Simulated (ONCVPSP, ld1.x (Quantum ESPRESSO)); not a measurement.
## Pseudopotentials across the periodic table

Generated with ld1.x 7.5 (TM, RRKJ, ultrasoft, PAW), atompaw 4.2 or ONCVPSP 4.0.1. The cutoff is in Ry: for ld1.x and atompaw files where the sum of valence levels is converged to 10 mRy in a Bessel basis, for ONCV files where the hardest occupied wave has 1 mHa per electron of residual kinetic energy. The error is the largest all-electron minus pseudo excitation energy over each file’s own four to seven test configurations (ionisations up to +4, promotions, holes and added fractions of an electron), all of which were solved. The labels leave out finer settings (local radius, basis sizes, second energies), which also bear on the numbers. Spin-polarised tests are not counted. The rows are a selection from randomly drawn settings: files with unsolved tests, undetermined cutoffs or missed reference levels are left out.

A true bound ghost makes a file unfit for plane-wave use even where its test errors are small: the radial tests pick states by their node count and pass the ghost by.

```csv
element,potential,cutoff (Ry),largest error (meV),bound ghosts
Li,"TM, PW91, scalar-relativistic, rc 3.35/4.20/4.10 (spd), local s, core correction yes, reference 2s1 2p0",6,-7.1,none
Ca,"PAW, LDA (PZ), non-relativistic, rc 2.05/1.95/1.95 (spd), local smoothed, core correction yes, reference 3s2 3p6 3d0 4s0.5 4p0",21,-2.2,none
Sr,"ONCV, LDA (Perdew-Zunger), scalar-relativistic, rc 2.70/1.60/2.90/2.90 (spdf), local smoothed, core correction yes, reference 4s2 4p6 5s2, qcut 5.5/5.9/3.4/4.3, projectors 2/2/2/2",30,+6.7,none
Hg,"TM, PBE, fully relativistic, rc 1.60/3.20/3.35 (spd), local p, core correction yes, reference 6s1.5 6p0",30,-314,none
```

Task: Fill in the row for Rb: TM, PBE, scalar-relativistic, rc 1.85/1.60/3.10 (spd), local s, core correction yes, reference 4s2 4p6 4d0 5s0 5p0.

Result: cutoff 40 Ry, largest error +253 meV, bound ghosts: none.

Task: Fill in the row for Te: TM, LDA (PZ), scalar-relativistic, rc 1.85/1.70 (sp), local smoothed, core correction yes, reference 5s1.75 5p4.25.

Result: cutoff 40 Ry, largest error -184 meV, bound ghosts: d.

Task: Fill in the row for Cd: ONCV, LDA (Perdew-Wang 92), scalar-relativistic, rc 1.45/1.20/1.65 (spd), local smoothed, core correction yes, reference 4s2 4p6 4d10 5s2, qcut 7.4/9.3/9.1, projectors 2/2/2.

Result: cutoff 73 Ry, largest error -378 meV, bound ghosts: none.
